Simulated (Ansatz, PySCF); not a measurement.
Dimer: HCl (SMILES Cl) (first 2 atoms) with N2 (SMILES N#N); geometry from B3LYP-D3(BJ)/def2-TZVP.
(charge 0, multiplicity 1):
```xyz
4

Cl    -0.17971    -0.27931    -0.32261
H     -0.16222    -0.20767     0.95905
N     -0.12965    -0.07644     3.27837
N     -0.11347    -0.01473     4.36677
```

Interaction energies are E(AB) − E(A) − E(B) at the monomers' geometry in the complex; basis-set methods are counterpoise corrected. Rows marked so take none.

Rows in 6-31G* carry no dispersion term and start afresh at each structure (6-31G* with six Cartesian d functions).

Programs: Ansatz (a quantum-chemistry and plane-wave program) with Gaussian orbitals; PySCF for 6-31G* rows. Values without a source in brackets are computed.

Problem. One of these levels gives -10.7 kJ/mol for the interaction energy. Which?
(A) HF/aug-cc-pV(D+d)Z
(B) BP86/6-31G* (no counterpoise)
(C) SVWN5/def2-TZVPPD

Solution. C, SVWN5/def2-TZVPPD. The others give 0.1 (HF/aug-cc-pV(D+d)Z), -4.8 (BP86/6-31G* (no counterpoise))
